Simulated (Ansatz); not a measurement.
Consider the ligand exchange at the In–C bond: `[CH3][In]([Cl])[Cl]` + `CNC` → `C[N](C)[In]([Cl])[Cl]` + CH₄.

Calculated with Ansatz (gas phase, PBE0-D4/def2-TZVP geometries, no zero-point term in ΔE). CCSD(T)/CBS is the MP2 limit (def2-TZVPP, def2-QZVPP) plus CCSD(T) − MP2 in def2-TZVPP, frozen cores. This one scheme is used for every species. DFT in def2-TZVPP. B3LYP here is the variant with VWN-RPA as its local correlation; programs differ in this. HSE06 is defined as in plane-wave codes. def2 core potentials past Kr. For In outer-core shells are correlated without core-valence functions, which leaves a few kJ/mol of doubt a bond. Each species was taken in one conformer, which may not be the lowest.

**Question.** Is it downhill or uphill in electronic energy at CCSD(T)/CBS, and by how much? (Estimate.)

**Answer.** The calculation gave: Downhill: ΔE = -22.7 kJ/mol.

**Question.** What do these levels give: LDA (SPW92), PBE-D4, B3LYP-D4, r2SCAN0-D4, ωB97X-V, PBE, revPBE, BLYP, HSE06, BHLYP, LC-ωPBE, SCS-MP2/def2-TZVPP? (An estimate is asked.)

**Answer.** The calculation gave: LDA (SPW92) -15.2, PBE-D4 -13.8, B3LYP-D4 -16.8, r2SCAN0-D4 -12.5, ωB97X-V -15.8, PBE -8.1, revPBE -4.5, BLYP -8.7, HSE06 -6.2, BHLYP -8.0, LC-ωPBE -11.9, SCS-MP2/def2-TZVPP -21.0 kJ/mol.

Largest T1 diagnostic among the species: 0.014.

At CCSD(T), def2-SVP lies −7.1 kJ/mol from the extrapolated value and def2-TZVPP +2.9 kJ/mol. In def2-TZVPP, CCSD(T) changes the Hartree–Fock value by −13.2 kJ/mol (the triples alone add −3.4 kJ/mol) and MP2 by −15.9 kJ/mol. From r2SCAN to r2SCAN0 (25 % exact exchange), in def2-TZVPP and without D4, ΔE moves by +3.8 kJ/mol.
